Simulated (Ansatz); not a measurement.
C₃H₄N₂, triplet, geometry from GFN2-xTB (a higher spin typed on purpose: for a closed-shell molecule this is an excited state); R2SCAN/def2-SV(P) in Ansatz (a quantum-chemistry and plane-wave program).

Ansatz was given this input:
Ansatz 0.2 input:
```yaml
crystal:
  periodic: [false, false, false]
  atoms:
    - {symbol: C, position_ang: [-0.82603617, -0.82557958, -0.06183474]}
    - {symbol: C, position_ang: [-0.91192132, 0.54728596, -0.41268759]}
    - {symbol: N, position_ang: [0.25758407, 1.15266958, 0.03912072]}
    - {symbol: C, position_ang: [1.13878945, 0.01109539, 0.25858083]}
    - {symbol: N, position_ang: [0.35478060, -1.12916931, 0.39714018]}
    - {symbol: H, position_ang: [-1.62284651, -1.54492843, -0.11309383]}
    - {symbol: H, position_ang: [-1.72599713, 1.10848503, -0.82551311]}
    - {symbol: H, position_ang: [0.62500539, 1.95091139, -0.46446289]}
    - {symbol: H, position_ang: [2.03229382, -0.07578047, -0.35510750]}
basis:
  gaussian:
    orbitals: def2-SV_P_.json
    final_grid: {core_spheres: 4, valence_spheres: 8, degree: 17}
hamiltonian:
  xc: r2scan
magnetization: {spin_polarized: true, initial_magnetization: 2}
```
The basis file holds def2-SV(P) in the JSON format of the Basis Set Exchange.

The log (banner, timings and long lists left out):

```
Functional definition: r2SCAN
1018 factors; their error is unknown
mean field evaluation 1: about -6138.0548 eV, gradient 3.4e1 eV
mean field evaluation 2: about -6126.6408 eV, gradient 5.8e1 eV
mean field evaluation 4: about -6143.7132 eV, gradient 4.2e0 eV
mean field evaluation 8: about -6143.8016 eV, gradient 2.7e-1 eV
mean field evaluation 16: about -6143.8510 eV, gradient 8.3e-3 eV
mean field -6143.85099414 eV, -225.7823595830 hartree, gradient 4.0e-5 eV, S^2 2.012532; 0 other end points of the search recorded, 0 dependent functions left out
reference -6143.85100409 eV, -225.7823599486 hartree; 19, 17 occupied and 59, 61 virtual orbitals, 1018 factors
Total energy: -6143.85100409 eV, -225.7823599486 hartree
```
